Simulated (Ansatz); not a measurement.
Input file for Ansatz (a quantum-chemistry and plane-wave program): U-SVWN5/def2-TZVPP on H (SMILES [H]).

Ansatz 0.2 input:
```yaml
crystal:
  periodic: [false, false, false]
  atoms:
    - {symbol: H, position_ang: [0.00000000, 0.00000000, 0.00000000]}
basis:
  gaussian:
    orbitals: def2-TZVPP
hamiltonian:
  xc: {name: SVWN5}
magnetization: {spin_polarized: true, initial_magnetization: 1}
```

Output:

```
WARN ansatz: RAYON_NUM_THREADS=1 ignored (pool sized by the plan → 1); use --threads N
Functional definition: SVWN5
integrals: 0.00 GiB planned
59 factors; their error is unknown
mean field: 0.04 GiB planned
mean field evaluation 1: about -13.0142 eV, gradient 4.5e-1 eV
mean field evaluation 2: about -13.0165 eV, gradient 5.2e-2 eV
mean field evaluation 4: about -13.0164 eV, gradient 5.0e-5 eV
mean field -13.01638582 eV, -0.4783433561 hartree, gradient 4.9e-5 eV, S^2 0.750000; 0 other end points of the search recorded, 0 dependent functions left out
reference -13.01640043 eV, -0.4783438929 hartree; 1, 0 occupied and 13, 14 virtual orbitals, 59 factors
Total energy: -13.01640043 eV, -0.4783438929 hartree
```

The calculation finished and met its thresholds.

Cost: very roughly 0.15 core-seconds.
